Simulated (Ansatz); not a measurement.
Consider the formal exchange of groups at the Si–C bond: `NC([SiH3])S[SiH3]` + `CSC(O)S` → `CSC([SiH3])S` + `NC(O)S[SiH3]`.

Computed with Ansatz on PBE0-D4/def2-TZVP structures; ΔE is electronic, products minus reactants. CCSD(T)/CBS is the MP2 limit (def2-TZVPP, def2-QZVPP) plus CCSD(T) − MP2 in def2-TZVPP, frozen cores. DFT in def2-TZVPP. One conformer a species, not always the lowest.

| level | ΔE (eV) |
| --- | --- |
| PBE-D4 | -0.25 |
| r2SCAN-D4 | -0.29 |

Task: What does CCSD(T)/CBS give? (Best estimate.)

Result: The calculation gave: -0.33 eV. The listed levels differ from it by 0.08, 0.04 eV.

Largest T1 diagnostic among the species: 0.012.

From PBE to PBE0 (25 % exact exchange), in def2-TZVPP and without D4, ΔE moves by −0.05 eV.
